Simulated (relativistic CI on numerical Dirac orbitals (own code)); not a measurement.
Radial parameters of Pr6+

Computed by Dirac-Coulomb-Breit CI, orbitals from a KLI potential per configuration, QED by a radiative potential, unscaled Slater integrals (own radial code, finite nucleus).

Slater integrals F^k, G^k are unscaled and averaged over j, outside the closed core [Kr] 4d10; ζ comes from projecting the Hamiltonian with its Breit term on Σ l·s of the shell.

- 4f 5s2 5p4: ζ(4f) = 839.36, F^2(5p,5p) = 69538, F^2(4f,5p) = 55697, G^2(4f,5p) = 27728, G^4(4f,5p) = 22161, ζ(5p) = 20415 cm⁻¹; <r>(4f) = 0.8939, <r^2>(4f) = 0.9778, <r>(5p) = 1.545, <r^2>(5p) = 2.67 (bohr units).
- 5s2 5p5: ζ(5p) = 21329 cm⁻¹; <r>(5p) = 1.522, <r^2>(5p) = 2.591 (bohr units).
- 4f2 5s2 5p3: F^2(4f,4f) = 104130, F^4(4f,4f) = 65551, F^6(4f,4f) = 47218, ζ(4f) = 749.16, F^2(5p,5p) = 68614, F^2(4f,5p) = 55521, G^2(4f,5p) = 29023, G^4(4f,5p) = 22895, ζ(5p) = 19562 cm⁻¹; <r>(4f) = 0.9291, <r^2>(4f) = 1.063, <r>(5p) = 1.567, <r^2>(5p) = 2.746 (bohr units).

Averages of the first 10 configurations, taken without configuration mixing, which lowers the lowest level and can move excited configurations by several eV; other configurations of the list can lie among them:

```json
{"Configuration": "4f 5s2 5p4", "Parity": "odd", "States": "210", "Average energy above the lowest level (eV)": "11.4"}
{"Configuration": "5s2 5p5", "Parity": "odd", "States": "6", "Average energy above the lowest level (eV)": "2.8"}
{"Configuration": "4f2 5s2 5p3", "Parity": "odd", "States": "1820", "Average energy above the lowest level (eV)": "23.6"}
{"Configuration": "5s 5p6", "Parity": "even", "States": "2", "Average energy above the lowest level (eV)": "28.2"}
{"Configuration": "4f 5s 5p5", "Parity": "even", "States": "168", "Average energy above the lowest level (eV)": "34.9"}
{"Configuration": "4f 5s2 5p3 5d", "Parity": "even", "States": "2800", "Average energy above the lowest level (eV)": "40.8"}
{"Configuration": "5s2 5p4 5d", "Parity": "even", "States": "150", "Average energy above the lowest level (eV)": "32.8"}
{"Configuration": "4f 5s 5p4 5d", "Parity": "odd", "States": "4200", "Average energy above the lowest level (eV)": "63.1"}
{"Configuration": "4f2 5s 5p4", "Parity": "even", "States": "2730", "Average energy above the lowest level (eV)": "45.4"}
{"Configuration": "5s2 5p4 6s", "Parity": "even", "States": "30", "Average energy above the lowest level (eV)": "45.5"}
```
